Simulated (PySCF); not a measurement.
C2HO (SMILES [CH]=C=O), doublet, at a GFN2-xTB geometry. Base run: M062X/def2-SVP run with PySCF.

The PySCF input:
```python
from pyscf import gto, scf, dft

mol = gto.M(
    atom='''
C     0.020962   -0.291180   -1.196607
C     0.004407    0.004021    0.017111
H     0.107673   -0.539854   -2.209945
O    -0.032486    0.282851    1.160865
''',
    basis='def2-svp',
    charge=0,
    spin=1,
    verbose=4,
)

mf = dft.UKS(mol)
mf.xc = 'm062x'
mf.kernel()
mf.analyze()
```

Variants of this job, named by their change:

```json
[
 {"change": "base", "E (Eh)": "-151.74149", "HOMO (eV)": "-8.40", "dipole (D)": "2.09", "<S^2>": "0.764", "core-seconds (rough)": "7"},
 {"change": "functional = tpssh", "E (Eh)": "-151.81540", "HOMO (eV)": "-6.43", "dipole (D)": "1.90", "<S^2>": "0.760", "core-seconds (rough)": "10"},
 {"change": "functional = hse06", "E (Eh)": "-151.64959", "HOMO (eV)": "-6.80", "dipole (D)": "1.95", "<S^2>": "0.762", "core-seconds (rough)": "10"},
 {"change": "functional = b97-1", "E (Eh)": "-151.76354", "HOMO (eV)": "-6.91", "dipole (D)": "1.93", "<S^2>": "0.759", "core-seconds (rough)": "4"},
 {"change": "functional = b3lyp5", "E (Eh)": "-151.73252", "HOMO (eV)": "-6.85", "dipole (D)": "1.92", "<S^2>": "0.759", "core-seconds (rough)": "5"},
 {"change": "functional = revpbe", "E (Eh)": "-151.77504", "HOMO (eV)": "-5.80", "dipole (D)": "1.74", "<S^2>": "0.755", "core-seconds (rough)": "4"},
 {"change": "functional = wb97x", "E (Eh)": "-151.76276", "HOMO (eV)": "-9.57", "dipole (D)": "2.01", "<S^2>": "0.764", "core-seconds (rough)": "6"},
 {"change": "functional = hf", "E (Eh)": "-150.96521", "HOMO (eV)": "-10.10", "dipole (D)": "2.16", "<S^2>": "0.833", "core-seconds (rough)": "0.9"},
 {"change": "functional = b3lyp; dispersion = d3bj", "E (Eh)": "-151.81319", "HOMO (eV)": "-6.95", "dipole (D)": "1.93", "<S^2>": "0.759", "core-seconds (rough)": "4"},
 {"change": "functional = blyp", "E (Eh)": "-151.77987", "HOMO (eV)": "-5.68", "dipole (D)": "1.75", "<S^2>": "0.754", "core-seconds (rough)": "4"},
 {"change": "functional = pbe0; dispersion = d3zero", "E (Eh)": "-151.63571", "HOMO (eV)": "-7.21", "dipole (D)": "1.96", "<S^2>": "0.762", "core-seconds (rough)": "4"},
 {"change": "functional = pbe0; dispersion = d4", "E (Eh)": "-151.63663", "HOMO (eV)": "-7.21", "dipole (D)": "1.96", "<S^2>": "0.762", "core-seconds (rough)": "5"},
 {"change": "functional = b97m_v", "E (Eh)": "-151.78390", "HOMO (eV)": "-6.24", "dipole (D)": "1.90", "<S^2>": "0.758", "core-seconds (rough)": "80"}
]
```

Total energies compare only within one method and basis.

Open shells are given as the SCF converged; they aren't shown to be the lowest states, and a large step between rows can be another state.
